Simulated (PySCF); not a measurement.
Isomers of C7H11NO.

All values: PBE0/pcSseg-1 (PySCF) at GFN2-xTB geometries, gas phase, one conformer each.

Question: Rank by the highest Hirshfeld charge on any atom, highest value first.
A. `[CH3:1][C:2](=[O:3])[C@H:4]1[CH:5]=[N:6][CH2:7][CH2:8][CH2:9]1` with C1–C2–C4–C5 61°, C2–C4–C5–N6 110°, C5–N6–C7–C8 -16°, N6–C7–C8–C9 46°, C7–C8–C9–C4 -59°
B. `[CH3:1][O:2][C@@H:3]1[CH2:4][CH2:5][CH2:6][C@H:7]1[C:8]#[N:9]` with C1–O2–C3–C4 -167°, O2–C3–C4–C5 -112°, C3–C4–C5–C6 -32°, C4–C5–C6–C7 42°, C5–C6–C7–C8 -159°
C. `[CH2:1]=[C:2]1[CH2:3][CH2:4][C@@H:5]([NH:6][CH:7]=[O:8])[CH2:9]1` with C4–C5–N6–C7 -121°, C5–N6–C7–O8 1°, C1–C2–C3–C4 -173°, C2–C3–C4–C5 -28°, C3–C4–C5–N6 -81°, C4–C5–C9–C2 -32°
D. `[CH3:1][N:2]([CH3:3])[C:4](=[O:5])[C@:6]12[CH2:7][C@H:8]1[CH2:9]2` with C1–N2–C4–O5 0°, N2–C4–C6–C7 -94°
E. `[NH2:1][CH2:2][C@@H:3]1[CH2:4][CH:5]=[CH:6][C:7](=[O:8])[CH2:9]1` with H–N1–C2–C3 176° and -65°, N1–C2–C3–C4 -59°, C2–C3–C4–C5 -174°, C3–C4–C5–C6 21°, C5–C6–C7–O8 -177°, C6–C7–C9–C3 -36°

Answer: A (+0.178 e), D (+0.168 e), E (+0.150 e), C (+0.132 e), B (+0.081 e).

Question: Rank by the lowest Hirshfeld charge on any atom, lowest value first.
A. `[CH2:1]=[C:2]1[CH2:3][CH2:4][C@@H:5]([NH:6][CH:7]=[O:8])[CH2:9]1` with C4–C5–N6–C7 -121°, C5–N6–C7–O8 1°, C1–C2–C3–C4 -173°, C2–C3–C4–C5 -28°, C3–C4–C5–N6 -81°, C4–C5–C9–C2 -32°
B. `[CH2:1]=[C:2](/[CH:3]=[CH:4]/[CH3:5])[NH:6][C:7]([CH3:8])=[O:9]` with C1–C2–C3–C4 -168°, C1–C2–N6–C7 6°, C2–N6–C7–C8 -178°
C. `[CH3:1][C:2](=[O:3])[C@H:4]1[CH:5]=[N:6][CH2:7][CH2:8][CH2:9]1` with C1–C2–C4–C5 61°, C2–C4–C5–N6 110°, C5–N6–C7–C8 -16°, N6–C7–C8–C9 46°, C7–C8–C9–C4 -59°
D. `[CH3:1][O:2][C@@H:3]1[CH2:4][CH2:5][CH2:6][C@H:7]1[C:8]#[N:9]` with C1–O2–C3–C4 -167°, O2–C3–C4–C5 -112°, C3–C4–C5–C6 -32°, C4–C5–C6–C7 42°, C5–C6–C7–C8 -159°
E. `[CH3:1][CH2:2][C@@H:3]1[CH:4]=[CH:5][C@H:6]1[NH:7][CH:8]=[O:9]` with C1–C2–C3–C4 171°, C5–C6–N7–C8 -152°, C6–N7–C8–O9 2°

Answer: A (-0.291 e), E (-0.277 e), B (-0.258 e), D (-0.239 e), C (-0.213 e).

Question: Rank by LUMO energy, lowest first.
A. `[NH2:1][CH2:2][C@@H:3]1[CH2:4][CH:5]=[CH:6][C:7](=[O:8])[CH2:9]1` with H–N1–C2–C3 176° and -65°, N1–C2–C3–C4 -59°, C2–C3–C4–C5 -174°, C3–C4–C5–C6 21°, C5–C6–C7–O8 -177°, C6–C7–C9–C3 -36°
B. `[CH2:1]=[C:2]=[CH:3][CH2:4][C:5](=[O:6])[N:7]([CH3:8])[CH3:9]` with C2–C3–C4–C5 -124°, C3–C4–C5–O6 -100°, C4–C5–N7–C8 176°
C. `[CH:1]#[C:2][CH2:3][CH2:4][CH2:5][NH:6][C:7]([CH3:8])=[O:9]` with C2–C3–C4–C5 66°, C3–C4–C5–N6 -178°, C4–C5–N6–C7 -104°, C5–N6–C7–C8 178°
D. `[CH:1]#[C:2][C:3](=[O:4])[NH:5][C:6]([CH3:7])([CH3:8])[CH3:9]` with C2–C3–N5–C6 180°
E. `[CH3:1][N:2]([CH3:3])[C:4](=[O:5])[C@:6]12[CH2:7][C@H:8]1[CH2:9]2` with C1–N2–C4–O5 0°, N2–C4–C6–C7 -94°

Answer: A (-1.36 eV), D (-0.79 eV), B (0.05 eV), E (0.59 eV), C (0.84 eV).

All values together:

```
                   SMILES  μ (D)  HOMO (eV)  LUMO (eV)  lowest IAO charge (e)  highest IAO charge (e)  lowest Hirshfeld charge (e)  highest Hirshfeld charge (e)
    CO[C@@H]1CCC[C@H]1C#N   3.14      -7.66       0.79             -0.389 (O)              +0.175 (H)                   -0.239 (N)                    +0.081 (C)
   CC[C@@H]1C=C[C@H]1NC=O   3.66      -7.19      -0.05             -0.490 (O)              +0.305 (C)                   -0.277 (O)                    +0.135 (H)
            C#CCCCNC(C)=O   3.43      -7.21       0.84             -0.506 (O)              +0.435 (C)                   -0.295 (O)                    +0.175 (C)
      CC(=O)[C@H]1C=NCCC1   2.00      -6.85      -0.75             -0.481 (C)              +0.396 (C)                   -0.213 (O)                    +0.178 (C)
       C=C(/C=C/C)NC(C)=O   4.26      -6.34      -0.74             -0.483 (C)              +0.441 (C)                   -0.258 (O)                    +0.186 (C)
         C=C=CCC(=O)N(C)C   3.83      -6.89       0.05             -0.514 (O)              +0.418 (C)                   -0.295 (O)                    +0.170 (C)
     NC[C@@H]1CC=CC(=O)C1   3.90      -6.96      -1.36             -0.580 (N)              +0.372 (C)                   -0.251 (O)                    +0.150 (C)
     C=C1CC[C@@H](NC=O)C1   3.67      -7.18      -0.05             -0.492 (O)              +0.304 (C)                   -0.291 (O)                    +0.132 (H)
        C#CC(=O)NC(C)(C)C   3.78      -7.59      -0.79             -0.480 (O)              +0.416 (C)                   -0.255 (O)                    +0.181 (C)
        O=CN[C@H]1C=CCCC1   4.13      -7.12       0.15             -0.491 (O)              +0.303 (C)                   -0.290 (O)                  +0.129 (C/H)
      C=C1CC[C@H]1NC(C)=O   3.77      -7.06      -0.02             -0.502 (O)              +0.437 (C)                   -0.292 (O)                    +0.176 (C)
CN(C)C(=O)[C@]12C[C@H]1C2   3.26      -6.89       0.59             -0.509 (O)              +0.408 (C)                   -0.296 (O)                    +0.168 (C)
```

Conformers: `[CH3:1][O:2][C@@H:3]1[CH2:4][CH2:5][CH2:6][C@H:7]1[C:8]#[N:9]` with C1–O2–C3–C4 -167°, O2–C3–C4–C5 -112°, C3–C4–C5–C6 -32°, C4–C5–C6–C7 42°, C5–C6–C7–C8 -159°; `[CH3:1][CH2:2][C@@H:3]1[CH:4]=[CH:5][C@H:6]1[NH:7][CH:8]=[O:9]` with C1–C2–C3–C4 171°, C5–C6–N7–C8 -152°, C6–N7–C8–O9 2°; `[CH:1]#[C:2][CH2:3][CH2:4][CH2:5][NH:6][C:7]([CH3:8])=[O:9]` with C2–C3–C4–C5 66°, C3–C4–C5–N6 -178°, C4–C5–N6–C7 -104°, C5–N6–C7–C8 178°; `[CH3:1][C:2](=[O:3])[C@H:4]1[CH:5]=[N:6][CH2:7][CH2:8][CH2:9]1` with C1–C2–C4–C5 61°, C2–C4–C5–N6 110°, C5–N6–C7–C8 -16°, N6–C7–C8–C9 46°, C7–C8–C9–C4 -59°; `[CH2:1]=[C:2](/[CH:3]=[CH:4]/[CH3:5])[NH:6][C:7]([CH3:8])=[O:9]` with C1–C2–C3–C4 -168°, C1–C2–N6–C7 6°, C2–N6–C7–C8 -178°; `[CH2:1]=[C:2]=[CH:3][CH2:4][C:5](=[O:6])[N:7]([CH3:8])[CH3:9]` with C2–C3–C4–C5 -124°, C3–C4–C5–O6 -100°, C4–C5–N7–C8 176°; `[NH2:1][CH2:2][C@@H:3]1[CH2:4][CH:5]=[CH:6][C:7](=[O:8])[CH2:9]1` with H–N1–C2–C3 176° and -65°, N1–C2–C3–C4 -59°, C2–C3–C4–C5 -174°, C3–C4–C5–C6 21°, C5–C6–C7–O8 -177°, C6–C7–C9–C3 -36°; `[CH2:1]=[C:2]1[CH2:3][CH2:4][C@@H:5]([NH:6][CH:7]=[O:8])[CH2:9]1` with C4–C5–N6–C7 -121°, C5–N6–C7–O8 1°, C1–C2–C3–C4 -173°, C2–C3–C4–C5 -28°, C3–C4–C5–N6 -81°, C4–C5–C9–C2 -32°; `[CH:1]#[C:2][C:3](=[O:4])[NH:5][C:6]([CH3:7])([CH3:8])[CH3:9]` with C2–C3–N5–C6 180°; `[O:1]=[CH:2][NH:3][C@H:4]1[CH:5]=[CH:6][CH2:7][CH2:8][CH2:9]1` with O1–C2–N3–C4 0°, C2–N3–C4–C5 125°, N3–C4–C5–C6 111°, C5–C6–C7–C8 -19°, C6–C7–C8–C9 48°, C7–C8–C9–C4 -62°; `[CH2:1]=[C:2]1[CH2:3][CH2:4][C@H:5]1[NH:6][C:7]([CH3:8])=[O:9]` with C4–C5–N6–C7 -130°, C5–N6–C7–C8 -179°, C1–C2–C3–C4 167°, C2–C3–C4–C5 8°, C3–C4–C5–N6 -128°, C1–C2–C5–C4 -167°; `[CH3:1][N:2]([CH3:3])[C:4](=[O:5])[C@:6]12[CH2:7][C@H:8]1[CH2:9]2` with C1–N2–C4–O5 0°, N2–C4–C6–C7 -94°.
